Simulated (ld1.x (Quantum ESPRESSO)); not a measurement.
# u(r) = r·R(r): atom against pseudo-atom (cerium)

Columns: radius, all-electron u(r) and pseudo u(r) of the 6p shell (level -1.19 eV) of cerium in the configuration [Kr] 4d10 4f1 5s2 5p6 5d1.5 6s1.5 6p0; PBE, scalar-relativistic, PAW scheme, ld1.x (Quantum ESPRESSO) 7.5.

```tsv
r (bohr)	all-electron	pseudo
0.165	-0.0623	-0.0240
0.330	0.0127	-0.0920
0.495	0.1069	-0.1929
0.660	0.0717	-0.3101
0.825	-0.0206	-0.4249
0.990	-0.1069	-0.5190
1.155	-0.1624	-0.5781
1.320	-0.1843	-0.5938
1.485	-0.1777	-0.5644
1.650	-0.1503	-0.4951
1.815	-0.1092	-0.3960
1.980	-0.0603	-0.2803
2.145	-0.0079	-0.1613
2.310	0.0450	-0.0503
2.475	0.0963	0.0453
2.640	0.1447	0.1227
2.805	0.1897	0.1828
2.970	0.2309	0.2297
3.135	0.2680	0.2680
3.300	0.3011	0.3011
3.465	0.3305	0.3305
3.630	0.3560	0.3560
3.795	0.3780	0.3780
3.960	0.3965	0.3965
4.125	0.4118	0.4118
4.290	0.4240	0.4240
```

Q: How many radial nodes do the two functions have?

A: The all-electron 6p function has n − l − 1 = 4 (the table is too coarse to show those close to the nucleus); the pseudo-wave has 1, since 1 lower shell of the same l stays in the valence.

Q: At about which radius was the pseudo-wave matched?

A: 3.30 bohr, where the columns begin to agree (steps of 0.17 bohr).

Q: Is the pseudo-wave norm-conserving?

A: No, it belongs to a PAW set: the norm inside the radius is not constrained, and the difference is carried by the augmentation charge.
